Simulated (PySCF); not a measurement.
# Polarisability and C₆ of Ti¹⁴⁺ (titanium, charge +14)

[He] 2s2 2p4, high-spin 3P determinant. All numbers are calculated (PySCF 2.14, scalar relativity by spin-free X2C-1e, in an uncontracted even-tempered set (17 s from 1.8 bohr⁻², ratio 2.5; 10 p from 2.4 bohr⁻², ratio 2.5; 5 d from 14 bohr⁻², ratio 2.7; 5 f from 22 bohr⁻², ratio 2.7)). Coupled (time-dependent) response in atomic units; α is the mean over directions.

```json
{"method": "UHF", "mean α (bohr³)": "0.01550", "α xx, yy, zz": "0.02016, 0.006159, 0.02016", "C₆ (like pair)": "0.001536", "S(−4)": "0.0009374"}
{"method": "PBE0", "mean α (bohr³)": "0.01536", "α xx, yy, zz": "0.01994, 0.006213, 0.01994", "C₆ (like pair)": "0.001520", "S(−4)": "0.0009600"}
```

S(−4) is the Cauchy moment in α(ω) = α(0) + S(−4) ω² + …

α(iu) at UHF:

```
u (hartree)  α(iu) (bohr³)
          0        0.01550
      0.900        0.01479
       1.80        0.01318
       3.60        0.01004
       5.40       0.008184
       7.20       0.007129
       9.00       0.006460
       13.5       0.005417
       18.0       0.004677
       27.0       0.003520
       45.0       0.002041
```

For an ion, C₆ is the dispersion term alone; charge-induced terms of lower order in 1/R come first.

The components differ because the open shell of this determinant is not spherical; for a pure term their mean is the scalar polarisability.
